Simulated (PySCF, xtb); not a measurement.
Te(NH2)(SiH3) (H5NSiTe), SMILES N[Te][SiH3]. The values are those of a single conformer.

Harmonic wavenumbers (cm⁻¹) from GFN2-xTB (xtb 6.7.1) at its own minimum, in rising order: 71, 118, 174, 358, 480, 486, 520, 762, 770, 802, 827, 891, 1528, 2232, 2242, 2323, 3407, 3436.

What does PBE0-D3(BJ)/def2-SVP (PySCF 2.14.0) give at its own minimum? (The exact figures need the calculation; the answer reports its results.)

103, 115, 286, 332, 517, 551, 551, 777, 881, 913, 948, 964, 1542, 2215, 2223, 2235, 3530, 3640. Paired by order, the mean absolute difference is 67 cm⁻¹ and the zero-point energies are 30.6 and 31.9 kcal/mol.
